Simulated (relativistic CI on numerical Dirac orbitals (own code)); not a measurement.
Hyperfine structure of Sb39+, mass number 121

Computed by Dirac-Coulomb-Breit CI, separate exchange-only KLI orbitals for each configuration, a model potential for QED, unscaled Slater integrals (own radial code, finite nucleus).

Configurations in the expansion (outside the closed core [Ne]): 3s2, 3s 3p, 3p2, 3s 3d, 3d2, 3p 3d, 3p 4s, 3d 4s, 3s 4s, 3s 4p, 3s 4d, 3s 4f, 3s 5s, 3s 5p, 3s 5d, 3s 5f. Levels of other configurations are missing.

Nuclear spin I = 5/2, μ = 3.358 μN, Q = -0.543 b (tables of Stone and Pyykkö). The electronic factors are computed for point nuclear moments, without core polarisation or the Bohr-Weisskopf and QED corrections.

```json
{"Level": "3s 3p 3P°_1", "E (cm⁻¹)": "705569", "A (GHz)": "1026", "B (GHz)": "17.5"}
{"Level": "3s 3p 3P°_2", "E (cm⁻¹)": "1164085", "A (GHz)": "476.2", "B (GHz)": "-63.2"}
{"Level": "3s 3p 1P°_1", "E (cm⁻¹)": "1368591", "A (GHz)": "-252.5", "B (GHz)": "-48.5"}
{"Level": "3p2 1D_2", "E (cm⁻¹)": "1998423", "A (GHz)": "188.3", "B (GHz)": "-57.8"}
{"Level": "3p2 3P_1", "E (cm⁻¹)": "2005891", "A (GHz)": "-28.21", "B (GHz)": "-31.6"}
{"Level": "3s 3d 3D_1", "E (cm⁻¹)": "2253461", "A (GHz)": "-362.5", "B (GHz)": "-5.46"}
{"Level": "3s 3d 3D_2", "E (cm⁻¹)": "2282781", "A (GHz)": "327.6", "B (GHz)": "-5.3"}
{"Level": "3s 3d 3D_3", "E (cm⁻¹)": "2367364", "A (GHz)": "291.2", "B (GHz)": "-14.5"}
```

Levels with J = 0, under 50 % of one LS term, or S terms without an open s electron are left out. Small factors come from cancelling terms and can be off by tens of per cent or more.

At this charge energies of transitions that change n are usually good to better than 1 %, and those within a shell (Δn = 0) to a few per cent.

Task: Give the hyperfine levels of 3s 3p 3P°_1 relative to its centre of gravity.

Result: With K = F(F + 1) − I(I + 1) − J(J + 1), E = AK/2 + B[¾K(K + 1) − I(I + 1)J(J + 1)]/[2I(2I − 1)J(2J − 1)]: F = 3/2: -3579, F = 5/2: -1040, F = 7/2: 2570 GHz.

LS names give the leading component of a level, which can be under half, so a name can repeat, a term be missing and a line seem to break the LS rules.
